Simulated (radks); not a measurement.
Polarisability of the sulfur ion S2+, [Ne] 3s2 3p2, at imaginary frequency. All-electron calculation, scalar-relativistic Kohn-Sham, PBE, spin-polarised, spherical densities, finite nucleus; open shells are filled with parallel spins first; Fermi nuclear charge, rms radius 3.2611 fm. Program: a radial shooting solver on a logarithmic mesh with Libxc functionals. Response by self-consistent Sternheimer equations with the Hartree and adiabatic LDA kernel, the relativistic mass of each level held fixed and spin-orbit coupling left out.

| w (hartree) | alpha1(iw) (bohr^3) |
|---|---|
| 0.00266 | 7.214 |
| 0.0143 | 7.211 |
| 0.0360 | 7.191 |
| 0.0697 | 7.129 |
| 0.118 | 6.976 |
| 0.186 | 6.653 |
| 0.280 | 6.063 |
| 0.413 | 5.129 |
| 0.605 | 3.894 |
| 0.892 | 2.581 |
| 1.35 | 1.479 |
| 2.12 | 0.7388 |
| 3.59 | 0.3251 |
| 6.94 | 0.1224 |
| 17.5 | 0.02961 |

Static values: alpha1 = 7.214 bohr^3 (1.069 angstrom^3; uncoupled 11.95). C6 = 26.00, triple-dipole C9 = 138.1 atomic units. One-pole (London) frequency 4 C6 / (3 alpha1^2) = 0.666 hartree, against 1.066 for minus the highest occupied eigenvalue.
